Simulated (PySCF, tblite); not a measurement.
Isomers of C4H9NO3Si, one GFN2-xTB conformer each. Single-point energies are computed at PBE0/pcSseg-1 (PySCF, gas phase, no added dispersion term), electronic only.

```
                     SMILES  GFN2-xTB relative energy (kJ/mol)
CO[C@@H]1C[Si@@H](C(N)=O)O1                              157.5
  CNC(=O)[C@@H](C=O)O[SiH3]                               63.5
          CO[Si](C#N)(OC)OC                                0.0
```

Conformers: `[CH3:1][O:2][C@@H:3]1[CH2:4][Si@@H:5]([C:6]([NH2:7])=[O:8])[O:9]1` with C1–O2–C3–C4 175°, C4–Si5–C6–N7 74°, Si5–C6–N7–H 7° and 176°, O2–C3–C4–Si5 -106°, C3–C4–Si5–C6 -117°, C4–Si5–O9–C3 11°, O2–C3–O9–Si5 103°; `[CH3:1][NH:2][C:3](=[O:4])[C@@H:5]([CH:6]=[O:7])[O:8][SiH3:9]` with C1–N2–C3–O4 1°, N2–C3–C5–C6 -119°, C3–C5–C6–O7 119°, C3–C5–O8–Si9 -114°; `[CH3:1][O:2][Si:3]([C:4]#[N:5])([O:6][CH3:7])[O:8][CH3:9]` with C1–O2–Si3–C4 68°, O2–Si3–O6–C7 -172°, O2–Si3–O8–C9 -52°.

Task: What does PBE0/pcSseg-1 give for the same structures?

Result: 
| SMILES | PBE0/pcSseg-1 E (Eh) | PBE0/pcSseg-1 (kJ/mol) | GFN2-xTB (kJ/mol) | point group |
| --- | --- | --- | --- | --- |
| CO[Si](C#N)(OC)OC | -727.18384 | 0.0 | 0.0 | near C3 |
| CO[C@@H]1C[Si@@H](C(N)=O)O1 | -727.11865 | 171.2 | 157.5 | C1 |
| CNC(=O)[C@@H](C=O)O[SiH3] | -727.11606 | 178.0 | 63.5 | C1 |

Both levels put the same isomer lowest; measured from each level's own lowest isomer, the values differ by up to 114.5 kJ/mol (CNC(=O)[C@@H](C=O)O[SiH3]: 63.5 against 178.0). As drawn, the lowest has a C≡N group and an Si–C bond, which the highest lacks; the highest has a C=O bond, an N–H bond and a C(=O)–N unit, which the lowest lacks. Neighbours under 10 kJ/mol apart (CO[C@@H]1C[Si@@H](C(N)=O)O1 and CNC(=O)[C@@H](C=O)O[SiH3]) can change places with a better method, another conformer or zero-point energy.

Task: Which frontier levels, dipoles and rotational constants go with these structures?

Result: 
```json
{"SMILES": "CO[Si](C#N)(OC)OC", "HOMO (eV, PBE0/pcSseg-1)": "-8.75", "LUMO (eV)": "-0.06", "dipole (D)": "2.71", "A, B, C (MHz)": "1184, 1183, 1099"}
{"SMILES": "CO[C@@H]1C[Si@@H](C(N)=O)O1", "HOMO (eV, PBE0/pcSseg-1)": "-7.06", "LUMO (eV)": "-0.74", "dipole (D)": "3.71", "A, B, C (MHz)": "3823, 711.3, 672.8"}
{"SMILES": "CNC(=O)[C@@H](C=O)O[SiH3]", "HOMO (eV, PBE0/pcSseg-1)": "-7.54", "LUMO (eV)": "-1.43", "dipole (D)": "1.78", "A, B, C (MHz)": "2182, 984.1, 770.5"}
```

Task: What happens when harmonic zero-point energies from GFN2-xTB frequencies are added?

Result: 
```csv
SMILES,ZPE (kJ/mol),electronic (kJ/mol),with ZPE (kJ/mol)
CO[Si](C#N)(OC)OC,349.7,0.0,0.0
CO[C@@H]1C[Si@@H](C(N)=O)O1,348.9,171.2,170.4
CNC(=O)[C@@H](C=O)O[SiH3],334.9,178.0,163.2
```

The zero-point energies span 14.8 kJ/mol. The lowest isomer stays, but the order above it changes.
